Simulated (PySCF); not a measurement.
This PySCF input asks for the NMR shieldings of SMILES O=[S@]1C=C[C@@H](CC=C)CC1, C8H12OS; the geometry comes from GFN2-xTB.

```python
import basis_set_exchange as bse
import numpy as np
from pyscf import gto, dft
from pyscf.prop import nmr

atoms = """
C     3.066822   -0.458947   -1.307115
C     2.456030    0.181034   -0.328322
C     1.110503    0.823301   -0.440587
C     0.114363    0.242034    0.587407
C    -0.146278   -1.193111    0.244390
C    -1.304624   -1.717819   -0.108688
S    -2.887785   -0.839783   -0.205118
O    -3.483387   -1.268089   -1.473561
C    -2.103058    0.812356   -0.495598
C    -1.169435    1.073007    0.669229
H     4.039858   -0.901813   -1.180354
H     2.618739   -0.564508   -2.281525
H     2.928052    0.271382    0.642113
H     0.722515    0.690945   -1.451518
H     1.214778    1.895552   -0.250549
H     0.605655    0.271748    1.568255
H     0.739442   -1.818598    0.256027
H    -1.411558   -2.758788   -0.370958
H    -2.912779    1.539995   -0.535353
H    -1.598640    0.783912   -1.458479
H    -0.909843    2.133461    0.716307
H    -1.699780    0.822114    1.592167
"""
names = dict.fromkeys(["C", "S", "O", "H"], "pcSseg-1")
basis = {el: gto.basis.parse(bse.get_basis(n, elements=[el], fmt="nwchem")) for el, n in names.items()}
mol = gto.M(atom=atoms, basis=basis, charge=0, verbose=0)
mf = dft.RKS(mol, xc="PBE0")
mf.grids.level = 2
mf.grids.alignment = dft.numint.BLKSIZE   # the property module wants whole blocks of grid points
mf.conv_tol = 1e-9
mf.kernel()

calc = nmr.RKS(mf)   # GIAO
C = mf.mo_coeff
Co = C[:, mf.mo_occ > 0]
resp = mf.gen_response(singlet=True, hermi=2)
def vind(x):   # induced exchange potential for any number of trial vectors
    d = np.einsum("pi,xij,qj->xpq", C, 2 * x.reshape(-1, C.shape[1], Co.shape[1]), Co, optimize=True)
    return np.einsum("xpq,pi,qj->xij", resp(d - d.transpose(0, 2, 1)), C, Co, optimize=True).ravel()
mo1, _ = nmr.rhf.solve_mo1(calc, with_cphf=vind)
sigma = calc.kernel(mo1)
for i, s in enumerate(sigma):   # ppm
    w = np.linalg.eigvalsh((s + s.T) / 2)
    print("%2d %-2s iso %8.1f  s11 %8.1f  s22 %8.1f  s33 %8.1f" % (i, mol.atom_pure_symbol(i), w.mean(), *w))
```

Question: Give the expected output.

Answer: 
```
 0 C  iso     62.0  s11    -51.7  s22     79.9  s33    157.6
 1 C  iso     41.2  s11    -78.5  s22     48.1  s33    154.0
 2 C  iso    140.4  s11    120.7  s22    144.9  s33    155.6
 3 C  iso    148.4  s11    140.7  s22    145.0  s33    159.5
 4 C  iso     45.4  s11    -65.6  s22     42.4  s33    159.3
 5 C  iso     38.5  s11    -52.5  s22     56.9  s33    111.1
 6 S  iso    176.9  s11    -12.6  s22     71.3  s33    472.1
 7 O  iso    284.6  s11     88.0  s22    304.1  s33    461.6
 8 C  iso    133.9  s11    101.2  s22    131.8  s33    168.7
 9 C  iso    159.4  s11    143.2  s22    159.3  s33    175.7
10 H  iso     26.2  s11     23.1  s22     25.3  s33     30.3
11 H  iso     26.1  s11     22.5  s22     25.5  s33     30.5
12 H  iso     25.6  s11     22.9  s22     25.1  s33     28.8
13 H  iso     29.4  s11     25.5  s22     30.5  s33     32.1
14 H  iso     29.3  s11     24.5  s22     29.4  s33     34.1
15 H  iso     29.7  s11     25.1  s22     28.5  s33     35.4
16 H  iso     25.3  s11     22.3  s22     24.3  s33     29.2
17 H  iso     25.3  s11     23.5  s22     25.3  s33     27.0
18 H  iso     28.7  s11     25.5  s22     27.3  s33     33.3
19 H  iso     29.1  s11     25.3  s22     30.0  s33     31.9
20 H  iso     30.0  s11     24.8  s22     28.9  s33     36.4
21 H  iso     29.8  s11     25.5  s22     28.7  s33     35.1
```

These numbers come from an equivalent density-fitted implementation of the same equations, which agrees with the script to about 0.01 ppm for H and up to a few tenths of a ppm for heavy atoms, so last digits may differ.

Question: Turn these shieldings into chemical shifts. δ = σ(ref) − σ, references computed at the same level: ¹³C (σ = 186.93 ppm) and ¹H (σ = 31.72 ppm) against TMS; CS2 for ³³S (σ = 503.73 ppm); ¹⁷O (σ = 336.08 ppm) against H2O.

Answer: Averaging equivalent atoms: C 5: 148.4; C 1: 145.7; C 4: 141.6; C 0: 125.0; C 8: 53.0; C 2: 46.5; C 3: 38.5; C 9: 27.5; S 6: 327; O 7: 51.5; H 16: 6.46; H 17: 6.45; H 12: 6.12; H 11: 5.58; H 10: 5.49; H 18: 3.01; H 19: 2.66; H 14: 2.41; H 13: 2.36; H 15: 2.06; H 21: 1.96; H 20: 1.70 ppm. Experimental scales use liquid or dissolved standards, which lie at an offset from isolated H2O (liquid H2O: subtract about 36 ppm).

Size and cost of the density-fitted run: 237 basis functions, 54 s wall time on 1 thread of an x86-64 server CPU, shared host.
